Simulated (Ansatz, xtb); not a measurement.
# Relative energy of two isomers of C3H8Se2Si

Structure X is `C=C[Se][Si@H](C)[SeH]`, a singlet and structure Y is `C[Se][SiH]1C[Se]C1`, a singlet. Both are isolated molecules in the gas phase, relaxed with B3LYP-D3(BJ)/def2-SVP, each in the lowest conformer that the search found.

**Question.** Estimate E(Y) − E(X) at the level CCSD(T)/def2-SVP + ΔMP2/def2-TZVPP.

**Answer.** Calculated at CCSD(T)/def2-SVP + ΔMP2/def2-TZVPP: E(Y) − E(X) = +7.5 kcal/mol, so structure X lies lower.

How the difference moves with the method:

```
                             level               geometry  E(Y) − E(X) (kcal/mol)  departure from the last row (kcal/mol)  job, with rough time for the two
                          GFN2-xTB               GFN2-xTB                     +11.5                                    +3.9              optimisation, 0.41 s
                         HF/STO-3G               GFN2-xTB                     −14.9                                   −22.5               single point, 1.1 s
                r2SCAN-D4/def2-SVP               GFN2-xTB                      +9.7                                    +2.2               single point, 7.5 s
             B3LYP-D3(BJ)/def2-SVP  B3LYP-D3(BJ)/def2-SVP                     +11.2                                    +3.7                optimisation, 89 s
                       HF/def2-SVP  B3LYP-D3(BJ)/def2-SVP                     +15.9                                    +8.4           part of the CCSD(T) run
                      MP2/def2-SVP  B3LYP-D3(BJ)/def2-SVP                     +11.7                                    +4.2           part of the CCSD(T) run
                  CCSD(T)/def2-SVP  B3LYP-D3(BJ)/def2-SVP                     +13.5                                    +6.0                      single point
CCSD(T)/def2-SVP + ΔMP2/def2-TZVPP  B3LYP-D3(BJ)/def2-SVP                      +7.5                                                     single point, 3.4 min
```

As drawn, Y has 2 C–Se, 1 C–Si, 1 C–H in place of 1 C=C, 1 Se–Si, 1 Se–H. Structure X has no ring, Y a 4-membered ring.

HF/STO-3G puts the two in the other order. The largest departure from CCSD(T)/def2-SVP + ΔMP2/def2-TZVPP is that of HF/STO-3G, 22.5 kcal/mol. The last row adds to CCSD(T) the change of the MP2 difference between the two basis sets, here −6.0 kcal/mol, a large step that makes the value less sure.

With thermal terms from frequencies at re-optimised GFN2-xTB minima (ideal gas, soft modes damped towards free rotors, one conformer each, 298.15 K, 1 atm): the zero-point term adds +2.8 kcal/mol; ΔH is +9.3 and ΔG +11.8 kcal/mol.

The correlated steps freeze 26 core orbitals; the filled d shell of Se is correlated, in a basis made for valence electrons. Mirror images aren't counted in ΔG. Codes used: Ansatz 0.2.0, xtb 6.7.1; the last row on 4 threads of Arm Neoverse V1 on a shared host.
